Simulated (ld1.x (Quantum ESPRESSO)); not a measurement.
**Reading a pseudo-wave (V (Z = 23))**

Columns: radius, all-electron u(r) and pseudo u(r) of the 3d shell (level -5.19 eV) of vanadium in the configuration [Ar] 3d3 4s2 4p0; Wu–Cohen, scalar-relativistic, TM semilocal scheme, ld1.x (Quantum ESPRESSO) 7.5.

```json
{"r (bohr)": "0.155", "all-electron": "0.1049", "pseudo": "0.0209"}
{"r (bohr)": "0.310", "all-electron": "0.3604", "pseudo": "0.1454"}
{"r (bohr)": "0.465", "all-electron": "0.5884", "pseudo": "0.3875"}
{"r (bohr)": "0.620", "all-electron": "0.7334", "pseudo": "0.6579"}
{"r (bohr)": "0.775", "all-electron": "0.8008", "pseudo": "0.8442"}
{"r (bohr)": "0.930", "all-electron": "0.8119", "pseudo": "0.9011"}
{"r (bohr)": "1.085", "all-electron": "0.7886", "pseudo": "0.8617"}
{"r (bohr)": "1.240", "all-electron": "0.7467", "pseudo": "0.7843"}
{"r (bohr)": "1.395", "all-electron": "0.6961", "pseudo": "0.7078"}
{"r (bohr)": "1.550", "all-electron": "0.6425", "pseudo": "0.6441"}
{"r (bohr)": "1.705", "all-electron": "0.5894", "pseudo": "0.5895"}
{"r (bohr)": "1.860", "all-electron": "0.5387", "pseudo": "0.5387"}
{"r (bohr)": "2.015", "all-electron": "0.4914", "pseudo": "0.4914"}
{"r (bohr)": "2.170", "all-electron": "0.4479", "pseudo": "0.4479"}
{"r (bohr)": "2.325", "all-electron": "0.4081", "pseudo": "0.4081"}
{"r (bohr)": "2.480", "all-electron": "0.3719", "pseudo": "0.3719"}
{"r (bohr)": "2.635", "all-electron": "0.3388", "pseudo": "0.3388"}
{"r (bohr)": "2.790", "all-electron": "0.3086", "pseudo": "0.3086"}
{"r (bohr)": "2.945", "all-electron": "0.2811", "pseudo": "0.2811"}
{"r (bohr)": "3.100", "all-electron": "0.2560", "pseudo": "0.2560"}
{"r (bohr)": "3.255", "all-electron": "0.2331", "pseudo": "0.2331"}
{"r (bohr)": "3.410", "all-electron": "0.2121", "pseudo": "0.2121"}
{"r (bohr)": "3.565", "all-electron": "0.1930", "pseudo": "0.1930"}
{"r (bohr)": "3.720", "all-electron": "0.1755", "pseudo": "0.1755"}
{"r (bohr)": "3.875", "all-electron": "0.1594", "pseudo": "0.1594"}
{"r (bohr)": "4.030", "all-electron": "0.1447", "pseudo": "0.1447"}
```

**Question.** How many radial nodes do the two functions have?

**Answer.** The all-electron 3d function has n − l − 1 = 0; the pseudo-wave has 0.

**Question.** At about which radius was the pseudo-wave matched?

**Answer.** 1.80 bohr, where the columns begin to agree (steps of 0.15 bohr).

**Question.** Where does each function peak?

**Answer.** Outermost all-electron maximum near 0.93 bohr, pseudo maximum near 0.93 bohr (to the table’s step).

**Question.** Is the pseudo-wave norm-conserving?

**Answer.** Yes: the TM semilocal scheme keeps the norm inside the radius equal to the all-electron one, which fixes the energy derivative of the logarithmic derivative at the level.
